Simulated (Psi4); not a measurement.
ethylene (C₂H₄), singlet, geometry from GFN2-xTB; Psi4 with DLPNO-MP2/6-31G*.

The Psi4 input:
```
memory 2 GB

molecule mol {
0 1
C    -0.013287   -0.006567    0.658005
C     0.013287    0.006567   -0.658005
H    -0.020896    0.901691    1.238223
H    -0.028738   -0.926221    1.219823
H     0.028738    0.926221   -1.219823
H     0.020896   -0.901691   -1.238223
}

set {
  basis 6-31g*
  reference rhf
}

energy('dlpno-mp2')
print_variables()
```

What the program printed (banner, timings and long lists left out):

```
    SCF Algorithm Type (re)set to DF.

  A requested method does not make use of molecular symmetry: further calculations in C1 point group.

   => Loading Basis Set <=

    Name: 6-31G*
    Role: ORBITAL
    Keyword: BASIS

         ---------------------------------------------------------
                                   SCF
               by Justin Turney, Rob Parrish, Andy Simmonett
                          and Daniel G. A. Smith
                              RHF Reference
         ---------------------------------------------------------

  ==> Geometry <==

    Molecular point group: c1
    Full point group: Ci

    Geometry (in Angstrom), charge = 0, multiplicity = 1:

       Center              X                  Y                   Z               Mass
    ------------   -----------------  -----------------  -----------------  -----------------
         C           -0.013287000000    -0.006567000000     0.658005000000    12.000000000000
         C            0.013287000000     0.006567000000    -0.658005000000    12.000000000000
         H           -0.020896000000     0.901691000000     1.238223000000     1.007825032230
         H           -0.028738000000    -0.926221000000     1.219823000000     1.007825032230
         H            0.028738000000     0.926221000000    -1.219823000000     1.007825032230
         H            0.020896000000    -0.901691000000    -1.238223000000     1.007825032230

  Running in c1 symmetry.

  Rotational constants: A =      5.00552  B =      1.02236  C =      0.84896 [cm^-1]
  Rotational constants: A = 150061.57294  B =  30649.60482  C =  25451.26409 [MHz]
  Nuclear repulsion =   33.666519861853764

  Charge       = 0
  Multiplicity = 1
  Electrons    = 16
  Nalpha       = 8
  Nbeta        = 8

  ==> Algorithm <==

  SCF Algorithm Type is DF.
  DIIS enabled.
  MOM disabled.
  Fractional occupation disabled.
  Guess Type is SAD.
  Energy threshold   = 1.00e-08
  Density threshold  = 1.00e-08
  Integral threshold = 1.00e-12

  ==> Primary Basis <==

  Basis Set: 6-31G*
    Blend: 6-31G*
    Number of shells: 20
    Number of basis functions: 38
    Number of Cartesian functions: 38
    Spherical Harmonics?: false
    Max angular momentum: 2

   => Loading Basis Set <=

    Name: (6-31G* AUX)
    Role: JKFIT
    Keyword: DF_BASIS_SCF

  ==> Integral Setup <==

  SCF_SUBTYPE=INCORE selected. In-core MEM_DF algorithm will be used.
  Using in-core AOs.

  ==> MemDFJK: Density-Fitted J/K Matrices <==

    J tasked:                   Yes
    K tasked:                   Yes
    wK tasked:                   No
    Algorithm:                 Core
    Schwarz Cutoff:           1E-12
    Mask sparsity (%):       0.0000
    Fitting Condition:        1E-10

   => Auxiliary Basis Set <=

  Basis Set: (6-31G* AUX)
    Blend: CC-PVDZ-JKFIT
    Number of shells: 84
    Number of basis functions: 262
    Number of Cartesian functions: 262
    Spherical Harmonics?: false
    Max angular momentum: 3

  Minimum eigenvalue in the overlap matrix is 7.2593594648E-03.
  Reciprocal condition number of the overlap matrix is 1.1653825261E-03.
    Using symmetric orthogonalization.

  ==> Pre-Iterations <==

  SCF Guess: Superposition of Atomic Densities via on-the-fly atomic UHF (no occupation information).

   -------------------------
    Irrep   Nso     Nmo
   -------------------------
     A         38      38
   -------------------------
    Total      38      38
   -------------------------

  ==> Iterations <==

                           Total Energy        Delta E     RMS |[F,P]|

   @DF-RHF iter SAD:   -77.34365142504480   -7.73437e+01   0.00000e+00
   @DF-RHF iter   1:   -77.98711527566954   -6.43464e-01   6.95329e-03 ADIIS/DIIS
   @DF-RHF iter   2:   -78.02657864092355   -3.94634e-02   2.56695e-03 ADIIS/DIIS
   @DF-RHF iter   3:   -78.03135021856284   -4.77158e-03   4.59564e-04 ADIIS/DIIS
   @DF-RHF iter   4:   -78.03163573896114   -2.85520e-04   4.49785e-05 DIIS
[...]
  @DF-RHF Final Energy:   -78.03163885926986
    Total Energy =                        -78.0316388592698615
[...]

 ------------------------------------------------------------------------------------

  //>>>>>>>>>>>>>>>>>>>>>>>>>>>>>>>>>>>//
  //             DLPNO-MP2             //
  //<<<<<<<<<<<<<<<<<<<<<<<<<<<<<<<<<<<//

   => Loading Basis Set <=

    Name: (6-31G* AUX)
    Role: RIFIT
    Keyword: DF_BASIS_MP2

   --------------------------------------------
                     DLPNO-MP2
                   by Zach Glick
   --------------------------------------------

  DLPNO convergence set to NORMAL.

  Detailed DLPNO thresholds and cutoffs:
    T_CUT_DO     = 1.000e-02
    T_CUT_PNO    = 1.000e-08
    T_CUT_DO_IJ  = 1.000e-05
    T_CUT_PRE    = 1.000e-06
    T_CUT_DO_PRE = 3.000e-02
    T_CUT_MKN    = 1.000e-03
    T_CUT_CLMO   = 1.000e-04
    T_CUT_CPAO   = 1.000e-04
    S_CUT        = 1.000e-08
    F_CUT        = 1.000e-05

  ==> Boys Localizer <==

    Convergence =   1.000E-12
    Maxiter     =        1000

    Iteration                   Metric       Residual
    @Boys    0   7.6440956381548011E-18              -
    @Boys    1   2.3897373137549849E+01   3.126253E+18
    @Boys    2   2.5167477953626815E+01   5.314830E-02
    @Boys    3   2.5170362931809311E+01   1.146312E-04
    @Boys    4   2.5170375444025517E+01   4.971011E-07
    @Boys    5   2.5170375577280744E+01   5.294130E-09
    @Boys    6   2.5170375577417641E+01   5.438803E-12
    @Boys    7   2.5170375577418472E+01   3.302831E-14

    Boys Localizer converged.

  ==> Forming Local MO Domains <==

    Auxiliary BFs per Local MO:
      Average =  133 AUX BFs (4 atoms)
      Min     =   56 AUX BFs (1 atoms)
      Max     =  168 AUX BFs (6 atoms)

    Projected AOs per Local MO:
      Average =   38 PAOs (6 atoms)
      Min     =   38 PAOs (6 atoms)
      Max     =   38 PAOs (6 atoms)

    Local MOs per Local MO:
      Average =    8 LMOs
      Min     =    8 LMOs
      Max     =    8 LMOs

    Screened 0 of 64 LMO pairs (0.00 %)
             0 pairs met overlap criteria
             8 pairs met energy criteria

    Screened LMO pair energy =  0.000000000000

  ==> Merging LMO Domains into LMO Pair Domains <==

    Auxiliary BFs per Local MO pair:
      Average =  158 AUX BFs (5 atoms)
      Min     =   56 AUX BFs (1 atoms)
      Max     =  168 AUX BFs (6 atoms)

    Local MOs per Local MO pair:
      Average =    8 LMOs
      Min     =    8 LMOs
      Max     =    8 LMOs

    Projected AOs per Local MO pair:
      Average =   38 PAOs (6 atoms)
      Min     =   38 PAOs (6 atoms)
      Max     =   38 PAOs (6 atoms)

    Coefficient sparsity in AO -> LMO transform:   0.00 %
    Coefficient sparsity in AO -> PAO transform:   0.00 %
    Coefficient sparsity in combined transforms:   0.00 %

    Storing transformed LMO/PAO integrals in sparse format.

  ==> Transforming 3-Index Integrals to LMO/PAO basis <==

  ==> Forming Pair Natural Orbitals <==

    Natural Orbitals per Local MO pair:
      Avg:  25 NOs
      Min:  11 NOs
      Max:  30 NOs

    PNO truncation energy = -0.000001425728

  ==> Local MP2 <==

    E_CONVERGENCE = 1.00e-06
    R_CONVERGENCE = 1.00e-06

                     Corr. Energy    Delta E     Max R
  @LMP2 iter   0:  -0.257028176536 -2.570e-01  1.298e-03
  @LMP2 iter   1:  -0.261519479979 -4.491e-03  3.988e-04
  @LMP2 iter   2:  -0.261812296064 -2.928e-04  1.335e-04
  @LMP2 iter   3:  -0.261840990590 -2.869e-05  3.829e-05
  @LMP2 iter   4:  -0.261843435590 -2.445e-06  9.137e-06
  @LMP2 iter   5:  -0.261843564771 -1.292e-07  1.566e-06
  @LMP2 iter   6:  -0.261843569052 -4.281e-09  3.452e-07

  Total DLPNO-MP2 Correlation Energy:  -0.261844994781
    MP2 Correlation Energy:            -0.261843569052
    LMO Truncation Correction:          0.000000000000
    PNO Truncation Correction:         -0.000001425728

  Variable Map:
  ----------------------------------------------------------------------------
[...]
  Array Variable Map:
  ----------------------------------------------------------------------------
[...]
[...]
```
